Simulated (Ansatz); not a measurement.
One change: `N/C=C/[SiH2]S` becomes `CC/C=C/N`.

Ansatz, PBE0-D4/def2-TZVP geometries, multiplicity 1. Each molecule was computed in one conformer, which needn't be the lowest.

| property | `N/C=C/[SiH2]S` |
| --- | --- |
| HOMO energy (ωB97M-V/def2-TZVPP) / eV | -8.55 |
| HOMO–LUMO gap (ωB97M-V/def2-TZVPP) / eV | 10.56 |
| HOMO energy (PBE/def2-TZVPP) / eV | -5.31 |
| HOMO–LUMO gap (PBE/def2-TZVPP) / eV | 4.47 |
| HOMO energy (PBE0/def2-TZVPP) / eV | -6.40 |
| LUMO energy (PBE0/def2-TZVPP) / eV | 0.09 |

Task: Give the same properties after the change, and the shifts. (An estimate is asked.)

Result: Ansatz gave: 
```tsv
property	`CC/C=C/N`	shift
HOMO energy (ωB97M-V/def2-TZVPP) / eV	-7.94	0.61
HOMO–LUMO gap (ωB97M-V/def2-TZVPP) / eV	10.58	0.02
HOMO energy (PBE/def2-TZVPP) / eV	-4.60	0.71
HOMO–LUMO gap (PBE/def2-TZVPP) / eV	4.72	0.25
HOMO energy (PBE0/def2-TZVPP) / eV	-5.73	0.67
LUMO energy (PBE0/def2-TZVPP) / eV	1.08	0.99
```

With PBE0 the HOMO rises by 0.67 eV and the LUMO rises by 0.99 eV, so the gap widens by about 0.32 eV. PBE moves the HOMO by 0.71 eV and ωB97M-V by 0.61 eV.

Positive LUMOs are unbound, so they and the gaps depend on the basis.
